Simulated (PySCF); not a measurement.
Unrelated species, one level of theory. Method used: TDDFT CAM-B3LYP/def2-SVPD, vertical, gas phase, core orbitals frozen in the response (PySCF 2.14.0, density-fitted response routines). Geometries: PBE0-D3(BJ)/def2-SVP; one conformer of each isolated species. Triplets are in the Tamm–Dancoff approximation. Relativistic effects are left out although some hold elements past zinc.

Question: Rank by computed lowest singlet excitation energy, highest first.
A. `[Se]1[Se][Se][Se][Se][Se][Se][Se]1`
B. `[SiH2](P)[SiH2]F`
C. `CC/C=C\C#CCC(F)(F)F`
D. `C=CC(C=C)/C=C\C(F)(F)F`

Answer: D (6.33 eV), B (6.01 eV), C (5.49 eV), A (3.53 eV).

| SMILES | S1 (eV) | f (S1) | first f ≥ 0.01 (nm) | T1 (eV) | gap (eV) | S1 mainly |
| --- | --- | --- | --- | --- | --- | --- |
| C=CC(C=C)/C=C\C(F)(F)F | 6.33 | 0.067 | 196 | 4.11 | 9.12 | H-1→L (94%) |
| F[SiH2][SiH2]P | 6.01 | 0.038 | 206 | 5.45 | 9.09 | H→L (86%) |
| CC/C=C\C#CCC(F)(F)F | 5.49 | 0.255 | 226 | 3.41 | 8.31 | H→L (66%) |
| [Se]1[Se][Se][Se][Se][Se][Se][Se]1 | 3.53 | 0.000 | 335 | 2.96 | 6.46 | H→L (72%) |

H and L stand for HOMO and LUMO.

Mean S1 by what the SMILES shows (count): a double or triple bond but no aromatic ring 5.91 eV (2); single bonds only 4.77 eV (2).

- `C=CC(C=C)/C=C\C(F)(F)F`: Löwdin shares by element: HOMO carbon 73% or more (atoms not listed hold the other 27%); LUMO carbon 62% or more (atoms not listed hold the other 38%).
- `F[SiH2][SiH2]P`: Löwdin shares by element: HOMO phosphorus 65%, silicon 16% or more, hydrogen 13% or more; LUMO silicon 49%, phosphorus 15%, fluorine 8% (atoms not listed hold the other 28%).
- `CC/C=C\C#CCC(F)(F)F`: Löwdin shares by element: HOMO carbon 82% or more (atoms not listed hold the other 18%); LUMO carbon 73% or more (atoms not listed hold the other 27%).
